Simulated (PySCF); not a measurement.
An unknown is described by computed data only.

Formula: C7H5F3.

* UV, first state: lowest singlet excitation: 4.76 eV (261 nm, f = 0.034) [TDDFT PBE0/def2-SVPD]
* Polarisability: 88.3 au [PBE0/def2-SVPD]
* UV, strongest line: among the 6 lowest singlet transitions: S3 at 6.23 eV (199 nm, f = 0.512) [TDDFT PBE0/def2-SVPD]
* Rotational structure: rotational constants A, B, C: 2.590, 0.913, 0.765 GHz [GFN2-xTB]
* Triplet: lowest triplet excitation (Tamm–Dancoff): 2.98 eV [TDA PBE0/def2-SVPD]
* 1H NMR: chemical shifts (computed TMS as zero) by class: 7.42 (1 H), 5.43 (1 H), 5.40 (1 H), 5.37 (1 H), 5.34 (1 H) ppm [GIAO PBE0/pcSseg-1]
* NMR, other nuclei: isotropic shieldings of nuclei other than C and H, by class: 250 (3 F) ppm [GIAO PBE0/pcSseg-1]
* Dipole: 2.66 D [PBE0/def2-SVPD]
* 13C NMR: chemical shifts (computed TMS as zero) by class: 155.1 (1 C), 154.0 (1 C), 152.1 (1 C), 150.5 (1 C), 129.7 (1 C), 108.1 (1 C), 104.4 (1 C) ppm [GIAO PBE0/pcSseg-1]

Electronic properties: PySCF, gas phase, density fitting. Levels stand in brackets. Geometry: GFN2-xTB; no solvent, vibrations or thermal averaging. Each NMR value is the plain mean over a class of atoms that symmetry, rotation or inversion makes alike.

**Question.** Propose a structure and show how it fits.

**Answer.** Numbering: `[CH2:1]=[C:2]1[CH:3]=[C:4]([C:5]([F:6])([F:7])[F:8])[C:9]1=[CH2:10]`. Its formula, C7H5F3, gives 4 degrees of unsaturation: 1 ring and 3 π bonds in the structure found. 7 carbons fall into 7 classes; from least to most shielded: alkene CH carbon [C3] (155.1 ppm), fully substituted alkene carbon [C4] (154.0 ppm), fully substituted alkene carbon [C2] (152.1 ppm), fully substituted alkene carbon [C9] (150.5 ppm), CF3 carbon [C5] (129.7 ppm), terminal =CH2 carbon [C1] (108.1 ppm), terminal =CH2 carbon [C10] (104.4 ppm). Hydrogen classes from least to most shielded: 1 H on an alkene CH carbon, C3 (7.42 ppm), 1 H on a terminal =CH2 carbon, C1 (5.43 ppm), 1 H on a terminal =CH2 carbon, C1 (5.40 ppm), 1 H on a terminal =CH2 carbon, C10 (5.37 ppm), 1 H on a terminal =CH2 carbon, C10 (5.34 ppm). The other shieldings belong to: 250 ppm, fluorine of a CF3 group [F6/F7/F8]. The optimised geometry has point group Cs and is an asymmetric top. Structure: `C=C1C=C(C(F)(F)F)C1=C`. Computed isomers that give other values at the same levels: `CC#CC#CCC(F)(F)F` (13C chemical shifts (computed TMS as zero) by class: 134.3 (1 C), 82.1 (1 C), 78.7 (1 C), 71.9 (1 C), 69.6 (1 C), 30.1 (1 C), 5.3 (1 C) ppm); `C=C1C=CC(C(F)(F)F)=C1` (rotational constant A: 3.068 GHz; this holds for the one conformer computed); `FC1=C[C@@H]2C(C(F)F)=C[C@H]12` (13C chemical shifts (computed TMS as zero) by class: 175.2 (1 C), 162.2 (1 C), 152.3 (1 C), 119.4 (1 C), 116.2 (1 C), 53.8 (1 C), 38.3 (1 C) ppm). The assignments are read from this structure; whether some other isomer fits the data as well wasn't checked.

Shape of the structure used: `[CH2:1]=[C:2]1[CH:3]=[C:4]([C:5]([F:6])([F:7])[F:8])[C:9]1=[CH2:10]`: C3–C4–C5–F6 -120°.
